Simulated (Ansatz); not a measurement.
Reaction (homolysis of the S–Si bond): `CO[SiH2]S[SiH3]` → `CO[SiH2][S]`• + `[SiH3]`•

Program: Ansatz. Geometries: PBE0-D4/def2-TZVP. ΔE: electronic, gas phase. CCSD(T)/CBS is the MP2 limit (def2-TZVPP, def2-QZVPP) plus CCSD(T) − MP2 in def2-TZVPP, frozen cores. This one scheme is used for every species. Functionals use def2-TZVPP. No spin–orbit coupling; open shells (•) take unrestricted orbitals. Each species was taken in one conformer, which may not be the lowest.

| level | ΔE (kcal/mol) |
| --- | --- |
| LDA (SPW92) | 98.9 |
| BLYP-D4 | 84.1 |

Question: What does CCSD(T)/CBS give? (Estimate.)

Answer: Computed: +92.0 kcal/mol. The listed levels differ from it by 6.9, -7.9 kcal/mol.

Largest T1 diagnostic among the species: 0.015.

Leaving LDA and LC-ωPBE aside and taking each functional with its dispersion term where it has one, the values, not all of them listed here, spread over 7.8 kcal/mol, from BLYP-D4 to ωB97M-V. LDA lies +13.8 kcal/mol from PBE without D4, its usual overbinding. The D4 term adds +4.7 kcal/mol with B3LYP and +2.6 kcal/mol with PBE0; it sums over pairs of atoms, weighted by their polarisabilities, and B3LYP, whose exchange is more repulsive, gets the larger term.

CCSD(T)/CBS has its own doubt, a few kJ/mol and more with outer-core shells, so smaller differences from it don't rank the levels.

B3LYP here is the variant with VWN-RPA as its local correlation; programs differ in this.
